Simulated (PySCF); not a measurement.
Computed properties of Al(I)(OH)(OMe) (CH4AlIO2), SMILES [I][Al]([O]C)[OH]

Al(I)(OH)(OMe) (CH4AlIO2), SMILES [OH][Al]([O]C)[I]. Geometry optimised at B3LYP-D3(BJ)/def2-SVP. The structure was generated by enumeration; whether it is a known compound was not checked. The def2 effective core potentials stand for the cores of I; spin–orbit coupling is left out. Other conformers were not sampled. All values are computed for the isolated molecule unless a solvent is named; none is compared with measurement here.

**Structure.** The optimised structure has Cs symmetry. All 21 harmonic modes at B3LYP-D3(BJ)/def2-SVP (PySCF) are real, so it is a minimum. With heavy atoms numbered as in [Al:1]([I:2])([OH:3])[O:5][CH3:6], the shortest bond between them is O5–C6 at 1.401 Å and the longest Al1–I2 at 2.468 Å.

**Vibrations.** The strongest infrared lines (harmonic, unscaled, degenerate partners summed) lie at 1238 cm⁻¹ (283 km/mol, O 51 %, C 29 %, H 15 %), 720 cm⁻¹ (174 km/mol, Al 42 %, O 27 %, C 17 %, H 14 %), 335 cm⁻¹ (161 km/mol, H 84 %, O 13 %). The softest mode is at 76 cm⁻¹ and the zero-point energy is 35.5 kcal/mol.

**Electronic structure.** PBE0/def2-TZVP (PySCF) places the frontier levels at -7.80 and -0.90 eV, a gap of 6.90 eV, and gives a dipole moment of 1.91 D and a mean polarisability of 72.8 bohr³. PBE/def2-TZVP (PySCF) at the same geometry gives -6.62 and -1.74 eV, so its gap is 2.02 eV narrower. An orbital gap is neither the optical nor the fundamental gap.

**Excitations.** TDA-PBE0/def2-SVPD (PySCF) has S1 at 5.51 eV (225 nm, f = 0.025, weak); the most intense of the 10 singlets computed lies at 7.47 eV (f = 0.10). T1 (TDA) is at 5.20 eV, 0.31 eV under S1. TDA-PBE/def2-SVPD (PySCF) puts S1 at 4.88 eV. No vertical singlet excitation falls in the visible range (under 3.1 eV).
